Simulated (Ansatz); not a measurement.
`C[NH][SnH3]` + H₂S → `[SH][SnH3]` + CH₃NH₂ at 298.15 K and 1 bar (ligand exchange at the Sn–N bond).

Isolated molecules relaxed with PBE0-D4/def2-TZVP in Ansatz; ΔE leaves out vibrations. CCSD(T)/CBS adds triple-zeta CCSD(T) − MP2 to the extrapolated MP2 energy (def2 sets, frozen cores). This one scheme is used for every species. Elements past krypton have def2 core potentials. For Sn outer-core shells are correlated without core-valence functions, which leaves a few kJ/mol of doubt a bond.

```tsv
species	CCSD(T)/CBS energy (Eh)	H − E (kJ/mol)	S (J/(mol·K))
`C[NH][SnH3]`	-310.95876	211.9	324.8
H₂S	-398.97279	49.9	205.7
`[SH][SnH3]`	-614.20548	91.8	301.7
CH₃NH₂	-95.75281	180.0	240.4
```

H − E and S are ideal-gas, rigid-rotor, harmonic terms from PBE0-D4/def2-TZVP, for one conformer and one mirror image of each species. 1 Eh = 2625.50 kJ/mol, R = 8.31446 J/(mol·K).

By hand: ΔE, ΔH, ΔS and ΔG.

ΔE = (-614.20548) + (-95.75281) − (-310.95876) − (-398.97279) = -0.02674 Eh = -70.2 kJ/mol. Δ(H − E) = 91.8 + 180.0 − 211.9 − 49.9 = 10.0, so ΔH = -60.2 kJ/mol. ΔS = 301.7 + 240.4 − 324.8 − 205.7 = 11.6 J/(mol·K). ΔG = -60.2 − 298.15 × (11.6)/1000 = -63.7 kJ/mol.

By hand: the equilibrium constant, and the temperature at which ΔG would vanish if ΔH and ΔS stayed fixed.

log₁₀ K = −ΔG/(RT ln 10) = 11.2. ΔH and −TΔS have one sign here, so there is no such temperature.

The number of gas molecules stays the same, so ΔS is small and ΔH decides. A doubt of 5 kJ/mol in ΔE shifts log₁₀ K by 0.9 here. Other conformers and mirror images would add mixing entropy, several J/(mol·K) or more a flexible species. These are equilibria of isolated gas molecules and say nothing of rates. Largest T1 diagnostic: 0.012 (customary marks: 0.02 for closed shells, 0.045 for open ones).

ΔS is within the doubt of such terms, so its sign, and with it that verdict, could turn.
